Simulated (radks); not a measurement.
Neutral ytterbium, [Xe] 4f14 6s2. Calculated with a radial shooting solver on a logarithmic mesh with Libxc functionals: non-relativistic Kohn-Sham, PBE, spin-polarised, spherical densities, point nucleus. Every spin shell is full or empty, so the densities are truly spherical. Functionals are evaluated on that one density, not self-consistently. Rank these orbital-free kinetic functionals by their error against the exact value of the orbitals, and give that value: Thomas-Fermi, von Weizsacker, TF + vW, TF + vW/9, LC94, APBEK, revAPBEK, Perdew 92, Thakkar, LKT, PG1, DePristo-Kress.

Answer. Exact: 13391.6 hartree. From best to worst, with 100 (|E| - |E exact|)/|E exact| (equal figures are ties): APBEK -0.02, LC94 -0.05, revAPBEK +0.13, DePristo-Kress -0.26, Perdew 92 -0.76, TF + vW/9 -0.77, Thakkar -0.81, Thomas-Fermi -4.89, PG1 +13.02, LKT +16.70, TF + vW +32.19, von Weizsacker -62.92.
